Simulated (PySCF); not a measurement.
These 3 structures share the formula C8H12O2. Theory: PySCF 2.14.0, PBE0-D3(BJ)/def2-SVP geometry optimisation, gas phase. Energies are electronic, without zero-point or thermal terms, for one conformer each. No frequencies were run at this level. Point groups hold within 0.08 Å.

Question: Order them by energy at this level, lowest first, and give relative energies in kcal/mol.
A. `[CH2:1]=[C:2]1[CH2:3][CH2:4][CH2:5][C@H:6]([C:7](=[O:8])[OH:9])[CH2:10]1` with C5–C6–C7–O8 -104°, C6–C7–O9–H -178°, C1–C2–C3–C4 126°, C2–C3–C4–C5 53°, C3–C4–C5–C6 -55°, C4–C5–C6–C7 179°
B. `[CH2:1]=[CH:2][CH2:3][O:4][C:5](=[O:6])/[C:7]([CH3:8])=[CH:9]/[CH3:10]` with C1–C2–C3–O4 120°, C2–C3–O4–C5 82°, C3–O4–C5–O6 0°, O4–C5–C7–C8 -178° (allyl tiglate)
C. `[CH3:1][C@@:2]1([O:3][CH:4]=[O:5])[CH2:6][CH:7]=[CH:8][CH2:9][CH2:10]1` with C1–C2–O3–C4 63°, C2–O3–C4–O5 -1°, C1–C2–C6–C7 167°, C2–C6–C7–C8 -14°, C7–C8–C9–C10 -15°, C8–C9–C10–C2 46°

Answer: A (0.0), C (11.5), B (33.8).

As drawn, the lowest has an O–H bond, which the highest lacks.

| SMILES | E (Eh) | E rel (kcal/mol) | dipole (D) | point group | A, B, C (MHz) |
| --- | --- | --- | --- | --- | --- |
| C=C1CCC[C@H](C(=O)O)C1 | -461.69404 | 0.0 | 1.75 | C1 | 2423, 880.0, 725.9 |
| C[C@@]1(OC=O)CC=CCC1 | -461.67565 | 11.5 | 2.04 | C1 | 2122, 1126, 1024 |
| C=CCOC(=O)/C(C)=C/C | -461.64023 | 33.8 | 2.25 | C1 | 2573, 663.0, 571.0 |

Question: As an exercise, what shares would exp(−E/RT) give at 2000 K from these electronic energies alone (no entropy, no degeneracies)?

Answer: RT = 3.974 kcal/mol: C=C1CCC[C@H](C(=O)O)C1 94.8 %, C[C@@]1(OC=O)CC=CCC1 5.2 %, C=CCOC(=O)/C(C)=C/C under 0.1 %.
